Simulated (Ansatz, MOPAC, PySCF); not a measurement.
Dimer: H2O (SMILES O) (first 3 atoms) with HCl (SMILES Cl); geometry from B3LYP-D3(BJ)/def2-TZVP, rigid monomers moved along the line of their centres of mass till O1···H5 is 1.66 Å.
(charge 0, multiplicity 1):
```xyz
5

O      0.04093     0.33230     0.25285
H      0.79409     0.84828    -0.05585
H      0.18621    -0.56719    -0.06112
Cl    -0.28933     0.46353     3.19351
H     -0.18819     0.42458     1.89376
```

Counterpoise-corrected where a basis set is named; no monomer relaxation. Rows marked so take none.

Cores are frozen in the correlated methods. Rows in 3-21G, 6-31G* carry no dispersion term and start afresh at each structure (6-31G* with six Cartesian d functions). MP2/6-31G* freezes PySCF's default core. The state that PM7 reach isn't checked; PM7 holds dispersion and hydrogen-bond terms.

Codes used: Ansatz (Gaussian basis) for Hartree–Fock, density functionals and correlated methods; MOPAC for PM7 (differences of heats of formation); PySCF for 3-21G rows, 6-31G* rows. 

```
level                       interaction energy (meV)
--------------------------  ------------------------
PM7                                           -222.2
HF/3-21G (no counterpoise)                    -560.1
HF/aug-cc-pV(T+d)Z                             -73.4
wB97X-V/def2-TZVPPD                           -213.0
MP2/6-31G*                                    -209.3
MP2/aug-cc-pV(T+d)Z                           -209.5
SCS-MP2/aug-cc-pV(T+d)Z                       -155.5
CCSD/aug-cc-pV(D+d)Z                             [?]
CCSD/aug-cc-pV(T+d)Z                          -154.8
```

Question: Fill in the missing entries.

Answer: 
- CCSD/aug-cc-pV(D+d)Z, interaction energy (meV): -121.5

Ansatz is an electronic-structure program.
